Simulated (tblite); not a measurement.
C7H13P.
Cartesian coordinates in Å at the GFN2-xTB level; atoms count from 1:
```
atom  x, y, z in Å
C1    -2.7639    0.6833   -0.5723
C2    -1.7947   -0.4328   -0.2072
P3    -0.8637   -0.0607    1.3697
C4     0.2833   -1.5364    1.3016
C5     1.3824   -1.1709    0.3537
C6     1.4822    0.1035    0.0090
C7     2.5086    0.6919   -0.9015
C8     0.4669    1.0230    0.6302
H9    -3.4900    0.8304    0.2245
H10   -3.3009    0.4401   -1.4877
H11   -2.2383    1.6237   -0.7265
H12   -1.0801   -0.6093   -1.0163
H13   -2.3527   -1.3578   -0.0353
H14   -0.2613   -2.4320    0.9918
H15    0.6858   -1.7298    2.3019
H16    2.0560   -1.9404    0.0078
H17    3.1998   -0.0709   -1.2509
H18    2.0285    1.1524   -1.7652
H19    3.0727    1.4678   -0.3839
H20    0.9293    1.6184    1.4247
H21    0.0412    1.7233   -0.0923
```

Level: GFN2-xTB in tblite, geometry and Hessian alike; calculated harmonic values, unscaled, isolated species. Against measured fundamentals such values can be off by several per cent, at times by over 20. One conformer, not necessarily the lowest.

Harmonic wavenumbers (cm⁻¹): 64.2, 104.9, 123.5, 165.0, 186.3, 238.0, 265.8, 304.8, 320.4, 409.7, 464.6, 590.7, 663.2, 716.6, 736.1, 751.9, 778.9, 815.5, 860.2, 885.3, 982.6, 990.3, 1010.3, 1016.1, 1049.0, 1072.1, 1085.8, 1107.9, 1160.2, 1204.8, 1222.4, 1227.0, 1255.5, 1284.3, 1402.1, 1411.2, 1434.8, 1437.4, 1451.1, 1478.8, 1484.1, 1500.0, 1501.3, 1735.3, 2914.3, 2919.9, 2935.5, 2946.8, 2951.7, 2957.2, 2994.0, 3009.4, 3014.6, 3023.0, 3033.6, 3042.2, 3077.8.

A = 2602, B = 1248, C = 1042 MHz; mass 128.075 u (most abundant isotopes); point group C1, symmetry number 1.

What is the zero-point energy?

Half the sum of the wavenumbers: 39385 cm⁻¹ = 471.15 kJ/mol.

What is S at 400 K and 1 bar for an ideal gas of classical rigid rotors and harmonic oscillators?

Translation 175.48, rotation 124.76, vibration 155.66: S = 455.9 J/(mol K).

And Cp and H(400 K) − H(0)?

Cp = 207.39 J/(mol K), of which vibrations give 174.14 (their classical limit is 57 R = 473.9); H(400 K) − H(0) = 47.14 kJ/mol without the zero-point energy, 33.84 from vibrations.

Blend soft modes into free rotors: weight 1/[1 + (100 cm⁻¹/ν̃)⁴] for the oscillator and the rest for a rotor with moment μB/(μ + B), μ = h/(8π²ν), B = 10⁻⁴⁴ kg m². What vibrational entropy results?

148.25 J/(mol K) in place of 155.66, which changes −T·S at 400 K by +2.97 kJ/mol.

Which modes carry the vibrational entropy at 400 K?

64.2 cm⁻¹: 20.52; 104.9 cm⁻¹: 16.47; 123.5 cm⁻¹: 15.13; 165.0 cm⁻¹: 12.77; 186.3 cm⁻¹: 11.80; 238.0 cm⁻¹: 9.86 J/(mol K); the other 51 give 69.12 together.

How do the functions run with temperature in this model?

```csv
T (K),S (J/(mol K)),Cp (J/(mol K)),H − H(0) (kJ/mol),G − H(0) (kJ/mol),ln q(vib)
50,239.0,50.5,1.95,-10.00,0.27
100,282.1,75.9,5.13,-23.08,1.19
298.15,402.0,160.8,28.36,-91.51,5.98
373.15,441.9,195.5,41.73,-123.17,7.86
500,506.6,247.6,69.95,-183.37,11.10
750,622.1,321.7,141.78,-324.81,17.46
1000,721.9,371.1,228.78,-493.11,23.53
```

q(vib) and H(0) count from the zero-point level.

What must be added to the electronic energy to get the Gibbs energy at 400 K and 1 bar?

ZPE + [H(400 K) − H(0)] − T·S = 471.15 + 47.14 − 182.36 = 335.93 kJ/mol.

Hindered rotation and anharmonicity are outside this model. Other conformers, if any are populated, would add a mixing term that is left out. The structure is chiral; the term R ln 2 for an equal mix with its mirror image is left out.

Time: 0.75 s of wall time. Hardware: Arm Neoverse V2, one thread, no GPU, shared host with 96 logical CPUs at a one-minute load of 68. The figure is for the frequency step alone.
